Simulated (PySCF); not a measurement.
The complex [MnCl6]3- (charge -3) contains Mn(III), shell d4. The structure is a PBE0-D3(BJ)/def2-SVP, IEF-PCM water geometry optimised for multiplicity 5; coordination octahedral, point group D4h, metal–donor distances 2.35–2.63 Å.

```
7

Mn    0.000    0.000    0.000
Cl    0.000    0.000    2.633
Cl    0.000    0.000   -2.633
Cl    2.354    0.000    0.000
Cl   -2.354    0.000    0.000
Cl    0.000    2.354    0.000
Cl    0.000   -2.354    0.000
```

Method (PySCF 2.14, density fitting): CASSCF(4,5) with orbitals averaged over all microstates of the shell, strongly contracted NEVPT2 on the averaged canonical orbitals; basis x2c-TZVPall on the metal, x2c-SVPall elsewhere; spin-free X2C; IEF-PCM water; spin-orbit coupling by state interaction with the mean-field operator over all roots.

What is the ground state?

5B1g (from 5Eg) (S = 2, orbital degeneracy 1), with 3.0 electrons in the lower (t2g-type) set and 1.0 in the upper (eg-type) set, by NEVPT2.

List the excited states of the same spin.

By NEVPT2: 5A1g (from 5Eg) at 8173 cm⁻¹ (1224 nm); 5B2g (from 5T2g) at 17104 cm⁻¹ (585 nm); 5Eg (from 5T2g) at 18330 cm⁻¹ (546 nm). All are electric-dipole forbidden at this geometry.

Which is the lowest state of another spin?

3Eg (from 3T1g) at 14362 cm⁻¹ by NEVPT2; CASSCF alone puts it at 18509 cm⁻¹ above the same ground state.

What ligand-field parameters describe the result?

At CASSCF level (the NEVPT2 levels don't fit a ligand-field model well): orbital energies 0, 0, 1141, 6065, 12197 cm⁻¹; 10Dq = 8751 cm⁻¹ (difference of the means of the two sets); B = 1064 cm⁻¹; C = 4027 cm⁻¹; B over its free-ion value at the same level 0.868; rms of the fit 362 cm⁻¹; ζ = 322 cm⁻¹ (free ion 363).

What are the magnetic parameters?

The ground multiplet follows a spin Hamiltonian with S = 2, g = 1.971, 1.995, 1.995, D = -3.16 cm⁻¹, E/|D| = 0.00 (spin-orbit part alone); the lowest levels hold 100 % of the spin-free ground state. μeff is 4.88 μB at 300 K and 4.75 μB at 10 K; the spin-only value is 4.90 μB.

No frequencies were computed for the optimised geometry. Charge-transfer states lie outside this active space and may come lower than some of these levels. NEVPT2 lifts 5B2g (from 5T2g) from 12655 to 17104 cm⁻¹; on the d shell alone it tends to overshoot states that fill the eg-type orbitals. NEVPT2 on the d shell alone tends to put d–d bands too high for such charged or covalently bound ions. Gaps between spin states lean to high spin in this active space.

The job took 18 s on one thread of Arm Neoverse V2 (shared host), with 156 basis functions and a peak of 0.56 GiB, launched as `OMP_NUM_THREADS=1 python lf_run.py task.json out`.
